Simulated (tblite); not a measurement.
Species: C6H4NO3 (doublet state).
Z-matrix (Å and degrees, GFN2-xTB geometry), rows numbered from 1:
```
C 
C   1  1.3107
C   2  1.4586  1  152.42
N   3  1.3637  2  151.57  1    -0.03
C   4  1.3408  3  125.99  2    -0.08
O   5  1.1967  4  132.83  3     0.24
C   3  1.3350  2   62.25  1  -179.90
O   7  1.3495  2  151.08  3   179.76
C   8  1.3363  7  116.51  2  -179.95
O   9  1.1981  8  125.60  7    -0.07
H   1  1.0748  2  121.36  3  -179.99
H   1  1.0746  2  120.73  3    -0.10
H   4  1.0179  3  114.52  2  -179.89
H   9  1.0982  8  108.92  7   179.93
```

Calculated harmonic vibrations of the isolated species, GFN2-xTB (tblite), most abundant isotopes, no scaling. Errors from tens to a few hundred cm⁻¹ against measured bands are possible. One conformer, not necessarily the lowest. Open shells enter through the occupations alone, without spin polarisation, and single modes of such species can be off by tens of per cent.

Harmonic wavenumbers (cm⁻¹): 40.1, 66.6, 82.0, 126.7, 152.5, 195.7, 232.7, 265.6, 343.0, 449.9, 474.4, 484.8, 634.2, 674.7, 685.9, 688.4, 752.2, 806.0, 875.3, 910.9, 1021.6, 1031.7, 1084.4, 1151.4, 1269.5, 1321.6, 1333.9, 1397.6, 1680.4, 1746.6, 1853.8, 2026.7, 2885.5, 3117.0, 3144.4, 3313.6.

A = 2064, B = 992.1, C = 670.0 MHz; mass 138.019 u (most abundant isotopes); point group Cs, symmetry number 1; spin multiplicity 2.

Zero-point energy?

Half the sum of the wavenumbers: 19161 cm⁻¹ = 54.78 kcal/mol.

Entropy at 350 K, 1 bar (ideal gas, RRHO, classical rotation)?

Translation 41.50, rotation 30.32, vibration 35.43, spin (R ln 2) 1.38: S = 108.6 cal/(mol K).

And Cp and H(350 K) − H(0)?

Cp = 40.20 cal/(mol K), of which vibrations give 32.25 (their classical limit is 36 R = 71.5); H(350 K) − H(0) = 8.97 kcal/mol without the zero-point energy, 6.19 from vibrations.

How do the functions run with temperature in this model?

```tsv
T (K)	S (cal/(mol K))	Cp (cal/(mol K))	H − H(0) (kcal/mol)	G − H(0) (kcal/mol)	ln q(vib)
100	73.2	19.7	1.38	-5.95	2.10
200	89.6	28.4	3.79	-14.13	4.97
300	102.7	36.6	7.05	-23.77	7.65
500	124.6	49.1	15.70	-46.57	12.61
800	150.3	60.3	32.29	-87.97	19.20
1000	164.3	64.8	44.82	-119.47	23.09
```

q(vib) and H(0) count from the zero-point level.

What must be added to the electronic energy to get the Gibbs energy at 350 K and 1 bar?

ZPE + [H(350 K) − H(0)] − T·S = 54.78 + 8.97 − 38.02 = 25.73 kcal/mol.

Which modes carry the vibrational entropy at 350 K?

40.1 cm⁻¹: 5.57; 66.6 cm⁻¹: 4.57; 82.0 cm⁻¹: 4.16; 126.7 cm⁻¹: 3.31; 152.5 cm⁻¹: 2.95; 195.7 cm⁻¹: 2.47 cal/(mol K); the other 30 give 12.41 together.

Hindered rotation and anharmonicity are outside this model. Other conformers, if any are populated, would add a mixing term that is left out.
